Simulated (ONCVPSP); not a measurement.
## Mg: excitation energies, all-electron against ONCV

ONCVPSP 4.0.1 input, shortened (lines: element, Z, core and valence counts, functional; n l f; lmax; l rc ep ncon nbas qcut; lloc lpopt rc5 dvloc0; l nproj debl; icmod fcfact rcfact), LDA (Perdew-Wang 92), scalar-relativistic:

```
  Mg 12.00    3    1  -001012      upf
    1    0    2.00
    2    0    2.00
    2    1    6.00
    3    0    2.00
    1
    0    2.00    0.00    3    7    2.60
    1    1.90    0.33    5    8    4.30
    4    5    1.80    0.00
    0    2    1.20
    1    2    1.90
    3    3.50    1.75
```

Energies are relative to the spin-unpolarised reference configuration 3s2; without spin polarisation the order of configurations can differ from experiment. Not all tests gave a result: 1 of 4 tests not solved or not reliable.

```tsv
valence configuration	charge	ΔE all-electron (eV)	error AE − PS (meV)
3s1	+1	8.068	-38
3s1.5	+0.5	3.189	-6.4
3s1 3p1	0	3.521	-29
```

Levels in the configuration 3s1 3p1:

| level | all-electron (eV) | pseudo (eV) |
| --- | --- | --- |
| 3s | -5.765 | -5.783 |
| 3p | -2.126 | -2.114 |

Note: ghosts flagged at negative energy: p at -11.0 eV; GHOST(+) flagged for s at 86.4 eV. A true bound ghost makes a file unfit for plane-wave use.
